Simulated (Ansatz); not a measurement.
Reaction (ligand exchange at the Si–N bond): `O[SiH](O)[NH][GeH3]` + `N[Si](F)(F)F` → `O[SiH](O)N[Si](F)(F)F` + `[NH2][GeH3]`

Computed with Ansatz on PBE0-D4/def2-TZVP structures; ΔE is electronic, products minus reactants. CCSD(T)/CBS adds triple-zeta CCSD(T) − MP2 to the extrapolated MP2 energy (def2 sets, frozen cores). This one scheme is used for every species. Functionals use def2-TZVPP. B3LYP here is the variant with VWN-RPA as its local correlation; programs differ in this. For Ge outer-core shells are correlated without core-valence functions, which leaves a few kJ/mol of doubt a bond. Scalar relativity is left out up to krypton. One conformer a species, not always the lowest.

Q: Is it downhill or uphill in electronic energy at CCSD(T)/CBS, and by how much? (Estimate.)

A: The calculation gave: Nearly level: ΔE = +1.9 kJ/mol.

Q: What do these levels give: PBE0-D4, B3LYP-D4, B2PLYP, r2SCAN, SCS-MP2/def2-TZVPP, CCSD/def2-TZVPP, HF/def2-QZVPP, MP2/def2-QZVPP, SCS-MP2/def2-QZVPP, HF/CBS(def2), MP2/CBS(def2), CCSD/CBS(def2)? (An estimate is asked.)

A: Computed: PBE0-D4 -0.7, B3LYP-D4 -1.3, B2PLYP 0.9, r2SCAN -1.1, SCS-MP2/def2-TZVPP 1.7, CCSD/def2-TZVPP 1.4, HF/def2-QZVPP 3.4, MP2/def2-QZVPP 2.7, SCS-MP2/def2-QZVPP 2.4, HF/CBS(def2) 3.4, MP2/CBS(def2) 3.1, CCSD/CBS(def2) 2.6 kJ/mol.

Largest T1 diagnostic among the species: 0.012.
